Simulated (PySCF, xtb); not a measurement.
Si(H)(F) cation (FHSi), SMILES [SiH]F (connectivity only; charge and spin as stated), charge +1, multiplicity 2.

Geometry: r2SCAN-D4/def2-TZVPD. The multiplicity is an assumed one; other spin states were not compared. The isomer is the one that the SMILES or the coordinates give; other isomers of the formula were not compared.

These are IEF-PCM-B3LYP/def2-TZVPD in PySCF 2.14.0 values and carry that method's errors.

The values are the electrostatic part of the solvation free energy, E(continuum) − E(gas) at the gas-phase geometry, in a cavity of scaled van der Waals radii (PySCF's table); cavitation and dispersion terms are not included.

Task: Estimate the values in water (ε = 78.36), 2-propanol (ε = 19.26), acetonitrile (ε = 35.69). (The exact figures need the calculation; the answer reports its results.)

Result: 
```csv
solvent,ε,ΔG(elec) (kcal/mol)
water,78.36,-66.6
2-propanol,19.26,-63.9
acetonitrile,35.69,-65.6
```

For comparison, GFN2-xTB/ALPB(water) (xtb, at the GFN2-xTB geometry, all terms of that model) gives -58.2 kcal/mol.
